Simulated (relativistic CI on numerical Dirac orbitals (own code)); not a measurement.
# S: what numerical and physical settings do to a radial Dirac CI calculation

Reference input:

```
atom S  Z=16  charge=0  electrons=16
nucleus A=32  rms_radius_fm=3.2611
hamiltonian dirac-coulomb  breit=on  qed=on  c_scale=1
orbitals kli  potential=per-configuration
slater_scale 1
correlation none
mixing on
grid step=0.0125 r_max=102.8
scf mixing=0.4 start=green max_iterations=150 tolerance=2e-08 node_fill=0.05
configurations
  [Ne] 3s2 3p4
  [Ne] 3s2 3p3 3d
  [Ne] 3s 3p5
end
```

Computed lowest total energy -398.47388 Ha, first excitation 400.8 cm⁻¹, 33 SCF steps. Runs with settings changed; * marks those that are bad on purpose:

```csv
Changed,Outcome,Lowest level,ΔE (Ha),First excitation (cm⁻¹),SCF steps,Message
SCF tolerance 1e-10,converged,3s²3p⁴ ³P2,1.23e-09,400.8,37,
"node fill of the KLI weights 0, end of the grid at 71.96 bohr, SCF mixing 0.9",converged,3s²3p⁴ ³P2,0.000413,395.9,26,
"end of the grid at 308.4 bohr, Breit term off",converged,3s²3p⁴ ³P2,-0.0876,418.2,33,
"SCF mixing 0.2, QED terms off",converged,3s²3p⁴ ³P2,-0.0575,399.7,38,
node fill of the KLI weights 50 *,converged,3s²3p⁴ ³P2,0.257,510.7,35,
grid step 0.002 *,refused,,,,0,"the grid has 9225 points, outside 40 to 4096"
```

With so few configurations and no correlation, terms lie too far apart (by 10 to 50 % near neutrality), their order can be wrong, and levels of other configurations are missing.
